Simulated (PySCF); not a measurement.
A TDDFT job was run through a driver script with this input:

```
{"job": {"kind": "uv", "xc": "CAM-B3LYP", "basis": "def2-SVPD", "nstates": 8, "ntriplets": 3}, "charge": 0, "multiplicity": 1}
C      3.372781     0.312291     0.211047
C      2.281113    -0.449591     0.196883
C      0.940514     0.073045     0.248505
C     -0.153382    -0.705334     0.246017
C     -1.526894    -0.247007     0.298483
C     -2.531058    -1.127281     0.292642
C     -1.789390     1.228870     0.359690
H      4.363447    -0.106456     0.175604
H      3.309159     1.386951     0.261723
H      2.374160    -1.527203     0.145306
H      0.852712     1.149681     0.294199
H     -0.025088    -1.780436     0.200529
H     -2.355118    -2.189004     0.250387
H     -3.561030    -0.815719     0.332106
H     -1.329515     1.658820     1.248308
H     -1.371474     1.726189    -0.514480
H     -2.857935     1.424212     0.392604
```

Its output, with some lines taken out ([cut]):

```
coarse grid: 13808 points
cycle   1  E = -272.2668613714  dE =  9.579e-01  |g| = 3.097e-01  |ddm| = 1.018e+01
cycle   2  E = -272.2868598131  dE = -2.000e-02  |g| = 2.017e-01  |ddm| = 1.763e+00
cycle   3  E = -272.2975273712  dE = -1.067e-02  |g| = 3.039e-02  |ddm| = 6.091e-01
cycle   4  E = -272.2977414014  dE = -2.140e-04  |g| = 1.985e-02  |ddm| = 1.475e-01
cycle   5  E = -272.2978478156  dE = -1.064e-04  |g| = 2.722e-03  |ddm| = 4.517e-02
cycle   6  E = -272.2978506060  dE = -2.790e-06  |g| = 1.180e-03  |ddm| = 9.341e-03
final grid: 132176 points
cycle   7  E = -272.3575741032  dE = -4.207e-05  |g| = 3.877e-03  |ddm| = 1.806e-01
cycle   8  E = -272.3575755381  dE = -1.435e-06  |g| = 3.292e-03  |ddm| = 2.605e-02
cycle   9  E = -272.3575783924  dE = -2.854e-06  |g| = 4.811e-04  |ddm| = 8.785e-03
cycle  10  E = -272.3575784424  dE = -4.992e-08  |g| = 2.013e-04  |ddm| = 1.297e-03
cycle  11  E = -272.3575784534  dE = -1.108e-08  |g| = 4.245e-05  |ddm| = 6.178e-04
cycle  12  E = -272.3575784540  dE = -5.180e-10  |g| = 7.988e-06  |ddm| = 1.255e-04
converged SCF energy = -272.3575784540

[cut]

Singlet excitations
state   eV       nm        f      main configurations
  1   4.9732    249.3   1.05133   H->L 0.98
[cut]
  3   6.5018    190.7   0.00009   H->L+2 0.77, H->L+3 0.12
[cut]
  5   6.7409    183.9   0.00232   H->L+3 0.71, H->L+2 0.14
  6   6.8667    180.6   0.01731   H->L+4 0.58, H-1->L 0.36
[cut]
  8   7.3049    169.7   0.00736   H->L+7 0.84, H-2->L 0.10

[cut]
```

Method used: TDDFT CAM-B3LYP/def2-SVPD, vertical, gas phase, core orbitals frozen in the response (PySCF). One conformer (not necessarily the lowest) at the GFN2-xTB geometry, without solvent, vibrations or thermal averaging.

**Question.** Restore the lines that were cut, in order.

**Answer.** 
```
Static polarisability (au): isotropic 100.309, principal 56.364 78.342 166.221
  2   6.2481    198.4   0.00354   H->L+1 0.85
  4   6.5141    190.3   0.00016   H-1->L 0.59, H->L+4 0.36
  7   7.1057    174.5   0.00011   H-3->L 0.84, H-2->L 0.10
Triplet excitations (Tamm-Dancoff, eV): 2.6392 4.1874 5.2824
```

**Question.** How much of the mean polarisability do the listed states account for?

**Answer.** The sum over states Σ f/ΔE² (ΔE in hartree) gives 31.96 au, 32% of the total; the rest comes from higher roots of the same response equations.

**Question.** What is the total energy of state 1 at this geometry?

**Answer.** -272.35758 + 0.18276 = -272.17482 hartree.

**Question.** Give the mean polarisability in Å³.

**Answer.** 100.31 au × 0.148185 = 14.86 Å³.

**Question.** Write the structure that the coordinates describe.

**Answer.** `C=C/C=C/C(=C)C` (C7H10), point group Cs.

The SCF starts on a coarse grid; the energy jumps when the final grid takes over, and dE counts afresh there. H and L stand for HOMO and LUMO.

Shape of the structure used: `[CH2:1]=[CH:2]/[CH:3]=[CH:4]/[C:5](=[CH2:6])[CH3:7]`: C1–C2–C3–C4 -179°, C3–C4–C5–C6 180°.
